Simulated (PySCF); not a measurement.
**The second ionisation energy along the second row**

Calculated with PySCF 2.14 from differences of total energies of unrestricted determinants, without spin-orbit coupling. Values in eV. The last column holds reference values (NIST; (s) semi-empirical, (t) theoretical, else measured). Unmarked ones compare directly (S terms, centres of terms, or small fine structure); those marked * lie between the lowest fine-structure levels and include a spin-orbit shift.

| element | configurations | UHF | MP2 (valence) | SCS-MP2 (valence) | CCSD (valence) | CCSD(T) (valence) | reference |
| --- | --- | --- | --- | --- | --- | --- | --- |
| Li (cc-pVTZ-DK, spin-free X2C) | 1s2 → 1s1 | 74.495 | 74.791 | 74.850 | 74.848 | 74.848 | 75.640 (t) |
| Be (cc-pVTZ-DK, spin-free X2C) | [He] 2s1 → 1s2 | 18.128 | n/a | n/a | n/a | n/a | 18.211 |
| B (cc-pVTZ-DK, spin-free X2C) | [He] 2s2 → [He] 2s1 | 23.445 | 24.421 | 24.617 | 25.071 | 25.071 | 25.155 |
| C (cc-pVTZ-DK, spin-free X2C) | [He] 2s2 2p1 → [He] 2s2 | 24.142 | 24.352 | 24.313 | 24.188 | 24.219 | 24.378 |
| N (cc-pVTZ-DK, spin-free X2C) | [He] 2s2 2p2 → [He] 2s2 2p1 | 29.185 | 29.598 | 29.462 | 29.444 | 29.460 | 29.601 (s) * |
| O (cc-pVTZ-DK, spin-free X2C) | [He] 2s2 2p3 → [He] 2s2 2p2 | 34.558 | 35.180 | 34.925 | 35.002 | 35.010 | 35.121 * |
| F (cc-pVTZ-DK, spin-free X2C) | [He] 2s2 2p4 → [He] 2s2 2p3 | 33.379 | 34.582 | 34.682 | 34.615 | 34.639 | 34.950 |
| Ne (cc-pVTZ-DK, spin-free X2C) | [He] 2s2 2p5 → [He] 2s2 2p4 | 39.263 | 40.721 | 40.709 | 40.647 | 40.676 | 40.963 * |

```tsv
method	elements	mean error (eV)	mean absolute error (eV)	largest error (eV)
UHF	4	-0.900	0.900	-1.710
MP2 (valence)	3	-0.376	0.376	-0.734
SCS-MP2 (valence)	3	-0.291	0.291	-0.538
CCSD (valence)	3	-0.203	0.203	-0.335
CCSD(T) (valence)	3	-0.185	0.185	-0.311
```

Errors include the incompleteness of the basis and the frozen core.

"Valence" correlates the outer s and p shells and, in groups 3 to 12 and the f block, the outer d or f shell, open or full, or the next shell where the ion has no valence electron left; the wider scheme adds the next inner shell.
